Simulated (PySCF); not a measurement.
BeCl₂, SMILES [Cl][Be][Cl]. Geometry optimised at PBE-D3(BJ)/def2-TZVP. The isomer is the one that the SMILES or the coordinates give; other isomers of the formula were not compared.

These are PBE-D3(BJ)/def2-TZVP (PySCF) values and carry that method's errors.

Harmonic wavenumbers (cm⁻¹): 233, 233, 387, 1115. Rotational constants (GHz): 2.179 (linear); symmetry number 2.

Problem. Work out the zero-point energy and the ideal-gas rigid-rotor harmonic-oscillator thermochemistry at 298.15 K and 1 atm.

Solution. ZPE = ½ Σ hcν = ½ × 1968 cm⁻¹ = 11.77 kJ/mol. H − E(el) = 24.04 kJ/mol. Entropy in J/(mol K): translation 163.38, rotation 68.70, vibration 20.00, total 252.08. G − E(el) = -51.12 kJ/mol. Cp = 51.47 J/(mol K).
